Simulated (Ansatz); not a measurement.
This geometry of C3H10BFSi (16 atoms, charge 0, multiplicity 1) is a first-order saddle point.

Computed with Ansatz, RKS B3LYP/6-31G*.

```xyz
16
Properties=species:S:1:pos:R:3
C 0.869 -2.341 -0.383
Si 0.588 -0.910 0.850
B -0.306 0.741 0.063
C -0.736 0.868 -1.445
C -0.569 1.964 1.012
F -0.122 1.799 2.330
H 0.511 -2.091 -1.388
H 1.932 -2.588 -0.464
H 0.343 -3.247 -0.063
H 1.898 -0.506 1.445
H -0.250 -1.395 1.989
H 0.176 0.871 -2.065
H -1.309 1.768 -1.700
H -1.300 -0.011 -1.785
H -0.098 2.875 0.604
H -1.651 2.180 1.043
```

(1) Which two structures does it join? (They come from a converged band through this point; their orientation in space is the band's.)

(2) How far does it lie above each of them?

Answers

(1) No bond is made or broken. The dihedral H7–C1–Si2–B3 goes from -60 to 61°.

Image 0:

```xyz
16
Properties=species:S:1:pos:R:3
C 0.821 -2.346 -0.375
Si 0.494 -0.950 0.870
B -0.278 0.751 0.059
C -0.589 0.927 -1.474
C -0.578 1.957 1.018
F -0.267 1.735 2.366
H -0.100 -2.651 -0.885
H 1.540 -2.037 -1.143
H 1.231 -3.230 0.125
H 1.772 -0.616 1.569
H -0.445 -1.450 1.920
H 0.336 0.796 -2.056
H -1.033 1.888 -1.761
H -1.253 0.124 -1.827
H -0.028 2.853 0.683
H -1.647 2.227 0.954
```

Image 6:

```xyz
16
Properties=species:S:1:pos:R:3
C 0.859 -2.332 -0.382
Si 0.573 -0.920 0.855
B -0.301 0.741 0.063
C -0.709 0.879 -1.450
C -0.571 1.959 1.016
F -0.154 1.779 2.342
H 1.519 -2.020 -1.199
H 1.323 -3.195 0.108
H -0.084 -2.670 -0.827
H 1.883 -0.538 1.464
H -0.284 -1.422 1.973
H 0.205 0.848 -2.065
H -1.253 1.795 -1.713
H -1.299 0.017 -1.788
H -0.081 2.866 0.623
H -1.651 2.189 1.026
```

(2) 1.3 kcal/mol above the first and 1.3 kcal/mol above the second. This is the barrier of this one path; another mechanism may lie lower.

The run took 6.4 min on 2 threads of AMD EPYC 7R43 64-Core Processor (Zen 3), with other jobs on the host, peak memory 0.3 GiB.
